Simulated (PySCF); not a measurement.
C3H7NOSi, SMILES C[C@@H](C#N)[SiH2]O.

The structure is a stationary point at B3LYP-D3(BJ)/def2-SVP. The structure was generated by enumeration; whether it is a known compound was not checked. The values are those of a single conformer.

These are PBE/def2-TZVP run with PySCF values and carry that method's errors.

The molecule is in vacuum.

```json
{
 "total_energy": "-537.68565 hartree",
 "highest_occupied_level": "-7.20 eV",
 "lowest_empty_level": "-0.98 eV",
 "orbital_gap": "6.23 eV",
 "dipole_moment": "3.01 D",
 "quadrupole, principal values (traceless, Buckingham form, about the centre of nuclear charge)": "-13.20, 4.61, 8.58 D·Å",
 "mean_static_polarisability": "69.3 bohr³ (10.27 Å³)",
 "polarisability_principal_values": "58.5, 68.6, 80.8 bohr³"
}
```
